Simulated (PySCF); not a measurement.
H₅NSi, SMILES N[SiH3]. Atoms are numbered in the order given.

```xyz
7

Si    -0.5756    -0.0027     0.0000
N      1.1463     0.0581     0.0000
H     -1.0586     0.6901     1.2196
H     -1.0586     0.6901    -1.2196
H     -1.1700    -1.3700     0.0000
H      1.6607    -0.1896     0.8302
H      1.6607    -0.1896    -0.8302
```
Charge 0, spin multiplicity 1.

The structure is a stationary point at ωB97X-D3(BJ)/def2-TZVP.

All values below come from HF/def2-TZVPD (PySCF).

Symmetry labels are those of the subgroup Cs that the program uses (full group Cs).

Computed valence orbital energies around the gap with their symmetry:
```tsv
orbital	symmetry	energy (eV)
HOMO−7	A'	-115.03
HOMO−6	A'	-30.92
HOMO−5	A'	-19.59
HOMO−4	A"	-17.96
HOMO−3	A'	-15.10
HOMO−2	A'	-13.39
HOMO−1	A"	-12.91
HOMO	A'	-10.91
LUMO	A'	1.95
LUMO+1	A'	2.31
LUMO+2	A"	3.44
LUMO+3	A'	3.62
```
